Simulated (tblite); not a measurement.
Species: C₃H₁₂NSi₂ (doublet state).
Z-matrix (Å and degrees, GFN2-xTB geometry), rows numbered from 1:
```
C 
C   1  1.5296
N   2  1.4402  1  114.23
C   3  1.4385  2  113.93  1   -75.93
Si  3  1.7269  2  121.34  1    78.17
Si  5  2.2720  3  106.50  2    44.94
H   1  1.0871  2  110.21  3  -177.95
H   1  1.0878  2  109.95  3   -57.98
H   1  1.0876  2  110.69  3    62.08
H   2  1.0958  1  108.96  3   120.71
H   2  1.0975  1  109.22  3  -121.76
H   4  1.0875  3  109.17  2  -170.37
H   4  1.0941  3  109.83  2   -51.35
H   4  1.0968  3  112.99  2    69.45
H   5  1.4872  3  112.18  2   -84.67
H   5  1.4710  3  104.18  2   162.84
H   6  1.4658  5  116.74  3   151.04
H   6  1.4692  5  120.84  3   -80.19
```

All values are computed: GFN2-xTB (tblite) harmonic vibrations without scaling, gas phase. Errors from tens to a few hundred cm⁻¹ against measured bands are possible. Modes of hydrogen on silicon can be 10 to 20 % off. One conformer, not necessarily the lowest. Open shells enter through the occupations alone, without spin polarisation, and single modes of such species can be off by tens of per cent.

Harmonic wavenumbers (cm⁻¹): 44.1, 80.6, 114.0, 135.8, 161.9, 190.1, 226.9, 284.0, 371.4, 390.6, 415.2, 436.6, 452.7, 527.9, 601.9, 675.7, 727.8, 821.1, 827.2, 849.8, 961.6, 1054.5, 1071.6, 1087.4, 1107.6, 1211.7, 1235.8, 1320.1, 1338.7, 1399.5, 1428.1, 1477.6, 1491.3, 1496.3, 1503.5, 1513.3, 2005.3, 2159.5, 2187.9, 2218.0, 2889.0, 2901.0, 2917.7, 2946.0, 3026.4, 3031.4, 3034.1, 3038.9.

A = 3166, B = 1438, C = 1140 MHz; mass 118.051 u (most abundant isotopes); point group C1, symmetry number 1; spin multiplicity 2.

Task: What is the zero-point energy?

Result: Half the sum of the wavenumbers: 30695 cm⁻¹ = 87.76 kcal/mol.

Task: Give the ideal-gas entropy at 200 K and 1 bar in the rigid-rotor, harmonic-oscillator model (classical rotation).

Result: Translation 38.26, rotation 27.33, vibration 20.15, spin (R ln 2) 1.38: S = 87.1 cal/(mol K).

Task: And Cp and H(200 K) − H(0)?

Result: Cp = 29.85 cal/(mol K), of which vibrations give 21.90 (their classical limit is 48 R = 95.4); H(200 K) − H(0) = 3.82 kcal/mol without the zero-point energy, 2.23 from vibrations.

Task: Blend soft modes into free rotors: weight 1/[1 + (100 cm⁻¹/ν̃)⁴] for the oscillator and the rest for a rotor with moment μB/(μ + B), μ = h/(8π²ν), B = 10⁻⁴⁴ kg m². What vibrational entropy results?

Result: 18.93 cal/(mol K) in place of 20.15, which changes −T·S at 200 K by +0.24 kcal/mol.

Task: How do the functions run with temperature in this model?

Result: 
```csv
T (K),S (cal/(mol K)),Cp (cal/(mol K)),H − H(0) (kcal/mol),G − H(0) (kcal/mol),ln q(vib)
50,59.0,13.3,0.50,-2.45,0.51
100,70.3,19.6,1.33,-5.70,1.74
298.15,100.7,38.7,7.19,-22.83,7.25
373.15,110.1,45.1,10.34,-30.74,9.27
500,124.6,54.5,16.67,-45.65,12.58
750,149.6,68.5,32.17,-80.02,18.70
1000,170.7,78.0,50.56,-120.12,24.31
```

q(vib) and H(0) count from the zero-point level.

Task: What must be added to the electronic energy to get the Gibbs energy at 200 K and 1 bar?

Result: ZPE + [H(200 K) − H(0)] − T·S = 87.76 + 3.82 − 17.42 = 74.16 kcal/mol.

Task: Which modes carry the vibrational entropy at 200 K?

Result: 44.1 cm⁻¹: 4.28; 80.6 cm⁻¹: 3.10; 114.0 cm⁻¹: 2.44; 135.8 cm⁻¹: 2.11; 161.9 cm⁻¹: 1.79; 190.1 cm⁻¹: 1.51 cal/(mol K); the other 42 give 4.92 together.

Hindered rotation and anharmonicity are outside this model. Other conformers, if any are populated, would add a mixing term that is left out. The structure is chiral; the term R ln 2 for an equal mix with its mirror image is left out.
